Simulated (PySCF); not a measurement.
SMILES CCC[SiH2]c1ccccc1 at its GFN2-xTB optimised geometry (Å):

```
24

C     -0.6959    -2.9652    -4.1256
C     -0.4295    -2.5995    -2.6698
C     -1.7246    -2.4397    -1.8769
Si    -1.4357    -1.9646    -0.0539
C     -0.4614    -0.3471     0.0000
C     -1.1116     0.8837     0.0024
C     -0.4017     2.0708     0.0034
C      0.9828     2.0492     0.0012
C      1.6487     0.8351     0.0000
C      0.9306    -0.3471     0.0000
H     -1.2449    -3.9030    -4.1889
H     -1.2870    -2.1905    -4.6104
H      0.2381    -3.0763    -4.6724
H      0.1377    -1.6662    -2.6306
H      0.1843    -3.3779    -2.2103
H     -2.2898    -3.3723    -1.9284
H     -2.3409    -1.6791    -2.3618
H     -2.7294    -1.7808     0.6159
H     -0.6638    -3.0154     0.6225
H     -2.1925     0.9099     0.0054
H     -0.9272     3.0154     0.0060
H      1.5407     2.9745     0.0020
H      2.7294     0.8117    -0.0003
H      1.4593    -1.2904     0.0014
```

Computed with PBE/def2-SVP in PySCF. Cells within 0.4 Å of a nucleus heavier than hydrogen are left out (blank, or x).

Map of the deformation density (molecule minus spherical neutral atoms) (e/bohr³) on the plane z = 0.0 Å:

```
|2222222222222222222222222|
|2222222222222222222222222|
|2222222222222222222222222|
|2222222222222222222222222|
|2222222221111111122222222|
|2222222211321123112222222|
|2222222212961149412222222|
|22222221114x67x6211222222|
|22222221115x67x6211222222|
|2222221233951049322122222|
|222222159xx1001xx97112222|
|2222221243940039453122222|
|22222211126x44x7211122222|
|22222221114x88x4111222222|
|2222222113652259312222222|
|2222222212431136212222222|
|222222341x111111122222222|
|222222221x221112222222222|
|2222221112432222222222222|
|2222221112322222222222222|
|2222222212222222222222222|
|2222222222222222222222222|
|2222222222222222222222222|
|2222222222222222222222222|
|2222222222222222222222222|
```
Scale: ten equal steps from -0.030 (start of '0') to 0.103 (end of '9'), in the order '0123456789'; x runs from -5.50 to 5.50, y from -5.50 (bottom) to 5.50 (top).
